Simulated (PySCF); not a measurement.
**Substituent effects on chemical shifts**

Parent skeleton `[OH:1][SiH3:2]`; one hydrogen on atom 2 is replaced by X. Hydrogens on one atom are averaged.

Theoretical values (PySCF 2.14): PBE0/pcSseg-1 with gauge-including orbitals, geometry from GFN2-xTB. Non-relativistic, a single conformation, in vacuum, rapidly exchanging positions averaged.

References, each an isolated molecule treated in the same way: H2O for ¹⁷O; ²⁹Si, ¹H vs TMS.

Parent (X = H): O1 -2.9, Si2 -36.8, H(Si2) 5.04 ppm. Effects are Δδ = δ(X) − δ(H), positive for deshielding.

Question: Give Δδ (ppm) for X = CONH2, CH2CF3, cPent, NHCHO.

Answer: 
```
     X            SMILES     O1    Si2  H(Si2)
 CONH2     NC(=O)[SiH2]O   -2.5  -14.3   -0.06
CH2CF3  O[SiH2]CC(F)(F)F  +22.6  +10.6   +0.05
 cPent    O[SiH2]C1CCCC1  +21.4  +23.9   -0.19
 NHCHO       O=CN[SiH2]O  +26.3  +10.7   +0.49
```

Question: Which position responds most, and to which substituents?

Answer: Si2: from -14.3 ppm with CONH2 to +23.9 ppm with cPent.

Unscaled 17O shifts of doubly bonded oxygen tend to come out too high, by tens of ppm or more. Experimental scales use liquid or dissolved standards, which lie at an offset from isolated H2O (liquid H2O: subtract about 36 ppm).
